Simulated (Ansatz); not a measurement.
Species: Br4Si, SMILES `Br[Si](Br)(Br)Br` (charge 0, multiplicity 1), formula Br₄Si.

Problem. How many basis functions does frozen-core CCSD(T)/cc-pVTZ // B3LYP-D3(BJ)/def2-TZVP (Ansatz, a first-principles code) use, how many core orbitals are frozen, and how many electrons are correlated?

Solution. 206 basis functions and 41 frozen orbitals, which leaves 72 correlated electrons (filled d shells below the valence shell are correlated). Core time is of the order of minutes.
